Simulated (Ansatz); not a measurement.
CH4O3Si, SMILES `O[Si]1(O)CO1`, one more setting.

```yaml
crystal:
  periodic: [false, false, false]
  atoms:
    - {symbol: O, position_ang: [-0.863394, 0.308753, -1.785670]}
    - {symbol: Si, position_ang: [0.162773, 0.077389, -0.503376]}
    - {symbol: O, position_ang: [1.605149, -0.128162, -1.202247]}
    - {symbol: C, position_ang: [-0.299263, -0.456345, 1.169519]}
    - {symbol: O, position_ang: [0.039993, 1.039071, 0.867224]}
    - {symbol: H, position_ang: [-1.762414, 0.504105, -1.546570]}
    - {symbol: H, position_ang: [2.310918, -0.117618, -0.588469]}
    - {symbol: H, position_ang: [0.355833, -0.866567, 1.844671]}
    - {symbol: H, position_ang: [-1.437888, -0.512709, 1.471163]}
basis:
  gaussian: {orbitals: def2-mTZVPP, fitting: {mean_field: cc-pVTZ-jkfit}}
magnetization: {spin_polarized: true, initial_magnetization: 2}
hamiltonian: {xc: {name: LC-wPBE}}
output: {forces: true}
```

```sh
$ ansatz run in.yaml --threads 2 --pin off --events-out ev --progress --plain --max-ram 4352MiB
```

Output, abridged:

```
Functional definition: LC-wPBE
557 factors; integrals over basis functions are off by at most 2.5e-1 eV
557 factors; integrals over basis functions are off by at most 1.0e-4 eV
mean field evaluation 1: about -15104.0649 eV, gradient 5.1e1 eV
mean field evaluation 2: about -15101.7733 eV, gradient 5.9e1 eV
mean field evaluation 4: about -15112.6638 eV, gradient 3.2e0 eV
mean field evaluation 8: about -15112.7503 eV, gradient 2.2e-1 eV
mean field evaluation 16: about -15112.7544 eV, gradient 3.5e-2 eV
mean field evaluation 32: about -15112.7546 eV, gradient 6.3e-5 eV
mean field -15112.75461421 eV, -555.3834882793 hartree, gradient 2.0e-5 eV, S^2 2.009917; 4 other end points of the search recorded, 0 dependent functions left out
reference -15112.75461422 eV, -555.3834882795 hartree; 25, 23 occupied and 113, 115 virtual orbitals, 557 factors
Total energy: -15112.75461422 eV, -555.3834882795 hartree
Atom 0 at    -0.863394     0.308753    -1.785670 Å, force     0.793743    -0.117412     0.233569 eV/Å
Atom 1 at     0.162773     0.077389    -0.503376 Å, force     0.538436     2.812347    -5.295365 eV/Å
Atom 2 at     1.605149    -0.128162    -1.202247 Å, force    -0.380573     0.025004    -1.233175 eV/Å
Atom 3 at    -0.299263    -0.456345     1.169519 Å, force    -6.102123    -0.647104     6.634523 eV/Å
Atom 4 at     0.039993     1.039071     0.867224 Å, force     0.259692    -0.969497    -1.628582 eV/Å
Atom 5 at    -1.762414     0.504105    -1.546570 Å, force    -0.713587     0.204366     0.079484 eV/Å
Atom 6 at     2.310918    -0.117618    -0.588469 Å, force     1.493601     0.013277     0.931544 eV/Å
Atom 7 at     0.355833    -0.866567     1.844671 Å, force     1.771387    -1.228691     1.266926 eV/Å
Atom 8 at    -1.437888    -0.512709     1.471163 Å, force     2.339424    -0.092290    -0.988925 eV/Å
Dipole moment:    -0.121521    -0.241073     0.351987 e Å
```

Hardware: 2 threads of an Arm Neoverse V1 on a shared host. Wall time 10 s, peak host memory 0.41 GiB.
